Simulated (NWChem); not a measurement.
C₂H₇NSe; SMILES [SeH]N(C)C

```xyz
11

Se     0.0412     0.9787     0.0000
H     -1.3747     1.3984     0.0000
N     -0.3083    -0.8462     0.0000
C      0.0883    -1.5308    -1.2103
C      0.0883    -1.5308     1.2103
H     -0.3403    -2.5481    -1.1985
H      1.1870    -1.6350    -1.3369
H     -0.3098    -1.0073    -2.0902
H      1.1870    -1.6350     1.3369
H     -0.3403    -2.5481     1.1985
H     -0.3098    -1.0073     2.0902
```
Atoms are numbered in this order, from 1.

Program: NWChem. Pople sets run with spherical d functions. Medium grid unless said otherwise, to which SCAN and Minnesota functionals are sensitive. Structure relaxed at the PBE0/def2-SVP level. Total energies of different functionals are on different scales.

```csv
level,energy (Ha),highest occupied level (eV),orbital gap (eV),dipole (D)
B3LYP/6-31G*,-2536.4266,-6.03,5.75,0.89
PBE/6-31G*,-2535.8462,-4.89,3.86,0.96
PW91/6-31G*,-2536.4770,-4.94,3.86,0.96
r2SCAN0/6-31G*,-2536.2634,-6.51,6.55,0.96
B97-D/6-31G*,-2537.5246,-4.92,3.95,0.94
"LDA (Slater exchange, VWN5)/6-31G*",-2531.7614,-4.93,3.71,0.99
MPW1K/6-31G*,-2536.5157,-7.35,7.95,0.92
"LDA (Slater exchange, PW92)/6-31G*",-2531.7414,-4.93,3.71,0.99
PW6B95/6-31G*,-2537.6422,-6.39,6.41,0.88
M06/6-31G*,-2536.2238,-6.32,6.35,0.74
M06-2X/6-31G*,-2536.3271,-7.64,8.43,0.86
```
